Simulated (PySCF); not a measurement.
## SeSF2, singlet: computed properties

Computed with PySCF, PBE0, basis Se def2-TZVP, S def2-TZVP, F def2-TZVP (no relativity, density fitting).

The structure is a minimum.

```xyz
4
charge 0 multiplicity 1, angstrom
Se    0.0000   -0.3478   -0.2274
S     0.0000    0.1093    1.7117
F     1.2458    0.6385   -0.9618
F    -1.2458    0.6385   -0.9618
```

```
Point group                                                                   : Cs
Bond lengths                                                                  : Se–F 1.750 Å (×2), Se–S 1.992 Å
Bond angles                                                                   : F–Se–F 90.7°, F–Se–S 106.2° (×2)
Zero-point energy                                                             : 15.6 kJ/mol
Rotational constants                                                          : 0.2022, 0.1064, 0.08732 cm⁻¹
Principal polarisabilities                                                    : 31.9, 35.2, 62.2 bohr³
Heat capacity Cp at 298.15 K                                                  : 67.8 J/(mol K)
Lowest empty level                                                            : -2.71 eV
Enthalpy at 298.15 K above 0 K                                                : 14.93 kJ/mol
Dipole moment                                                                 : 1.96 D
Rotational symmetry number                                                    : 1
Atomisation energy without zero-point energy                                  : 993 kJ/mol
Entropy at 298.15 K and 1 bar                                                 : 308.2 J/(mol K)
Highest occupied level                                                        : -8.24 eV
Principal quadrupole moments (Buckingham, traceless) about the centre of mass : -2.02, -1.79, 3.81 D Å
```

Harmonic modes (masses in u: Se 79.917, S 31.972, F 18.998):
```json
{"symmetry": "a''", "ω (cm⁻¹)": "212", "IR (km/mol)": "0.4"}
{"symmetry": "a'", "ω (cm⁻¹)": "256", "IR (km/mol)": "9.5"}
{"symmetry": "a'", "ω (cm⁻¹)": "289", "IR (km/mol)": "8.4"}
{"symmetry": "a'", "ω (cm⁻¹)": "598", "IR (km/mol)": "85.2"}
{"symmetry": "a''", "ω (cm⁻¹)": "610", "IR (km/mol)": "109"}
{"symmetry": "a'", "ω (cm⁻¹)": "643", "IR (km/mol)": "140"}
```

Charges (e):
```csv
atom,Mulliken,Löwdin,polar tensor,Mayer order to Se1
Se1,0.77,0.41,1.64,–
S2,-0.21,-0.02,-0.40,2.03
"F3,4",-0.28,-0.19,-0.62,0.90
```

Mulliken populations on Se1: s 7.85, p 14.81, d 10.49, f 0.09.

Outer orbital energies (eV). occupied: -14.35, -13.76, -12.68, -12.63, -12.16, -10.18, -8.72, -8.24; empty: -2.71, -1.55, -0.37, 4.25.

Counting electrons, selenium keeps 2 of its valence electrons outside its bonds, so the VSEPR class is AX3E1 and the expected shape is trigonal pyramidal; with unlike ligands the computed point group is Cs.

This need not be the most stable arrangement of these atoms.

The final relaxation and frequency run took of the order of 3 core-minutes on a shared host.
